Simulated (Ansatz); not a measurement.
```yaml
crystal:
  periodic: [true, true, true]
  atoms:
    - {symbol: C, position_ang: [-0.109134, -2.170453, 0.988193]}
    - {symbol: N, position_ang: [0.500317, -1.174566, 0.148046]}
    - {symbol: C, position_ang: [1.923426, -1.347387, 0.028894]}
    - {symbol: Zn, position_ang: [-0.368006, 0.280732, -0.446920]}
    - {symbol: O, position_ang: [-1.253061, 1.642848, -1.129451]}
    - {symbol: Si, position_ang: [-1.615200, 3.200825, -0.869219]}
    - {symbol: H, position_ang: [-1.191424, -2.034127, 1.052459]}
    - {symbol: H, position_ang: [0.067973, -3.184282, 0.596315]}
    - {symbol: H, position_ang: [0.286869, -2.150599, 2.016648]}
    - {symbol: H, position_ang: [2.436633, -1.280572, 1.002068]}
    - {symbol: H, position_ang: [2.170559, -2.332619, -0.396563]}
    - {symbol: H, position_ang: [2.366249, -0.593056, -0.626105]}
    - {symbol: H, position_ang: [-1.602824, 3.542370, 0.585237]}
    - {symbol: H, position_ang: [-2.972969, 3.499557, -1.401264]}
    - {symbol: H, position_ang: [-0.639397, 4.101318, -1.548309]}
basis:
  gaussian: {orbitals: aug-cc-pVTZ}
hamiltonian: {xc: {name: HF}}
```

```sh
$ ansatz run in.yaml --threads 2 --pin off --events-out ev --progress --plain --max-ram 22528MiB --backend cuda --devices 0, --max-vram 18GiB
```

Shortened log:

```
Error: YAML parse error: error: line 2 column 3: crystal: missing field `lattice` (a structure is typed as `lattice` and `atoms`, a molecule's as `atoms` in Å alone, or read from a run's directory, `checkpoint`)
 --> <input>:2:3
1 | crystal:
2 |   periodic: [true, true, true]
3 |   atoms:
4 |     - {symbol: C, position_ang: [-0.109134, -2.170453, 0.988193]}
```

In this input the molecule is marked periodic without a cell. The input was rejected before any iteration.
